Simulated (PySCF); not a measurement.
Compound: C5H6BF.
SMILES with atom numbers: `[CH2:1]=[C:2]([F:3])[BH:4][C:5]#[C:6][CH3:7]` (hydrogens: H8, H9 on C1; H10 on B4; H11, H12, H13 on C7)

Jobs on this species (13 atoms, 50 electrons) with PySCF (density fitting). Hardware of each: one thread, Arm Neoverse V1 (aarch64) (shared host). Other jobs ran on the host; a repeat could differ by tens of per cent or more. Peak memory is the resident size of the whole Python process, interpreter and libraries included.

| level and settings | work | basis functions | SCF cycles | wall time | peak memory |
| --- | --- | --- | --- | --- | --- |
| B97-2/pcSseg-1 | shieldings | 149 | ? | ? | ? |
| BP86/pcSseg-1 | shieldings | 149 | 16 | 19 s | 0.75 GiB |
| BHandHLYP/pcSseg-1 | shieldings | 149 | 14 | 12 s | 0.86 GiB |
| PBE0/6-31G | shieldings, charges and field gradients | 75 | 14 | 6.7 s | 0.56 GiB |
| LDA/pcSseg-1 | shieldings | 149 | 17 | 17 s | 0.74 GiB |
| PBE0/STO-3G | shieldings, charges and field gradients | 41 | 14 | 3.5 s | 0.56 GiB |
| PBE/pcSseg-1 | shieldings | 149 | 17 | 20 s | 0.75 GiB |
| PBE0-D3(BJ)/def2-SVP, grid level 1 | geometry optimisation from a GFN2-xTB start shaken at random | 128 | 66 | 54 s | 0.52 GiB |
| KT2/pcSseg-1 | shieldings | 149 | 17 | 20 s | 0.74 GiB |

**Question.** Fill in the missing figures.

**Answer.** 
- B97-2/pcSseg-1; shieldings: 12 s, 0.80 GiB, 14 SCF cycles

**Question.** What do all jobs in the table cost together?

**Answer.** About 2.7 min; the longest takes about 33 % of that, and about 15 times as long as the shortest.
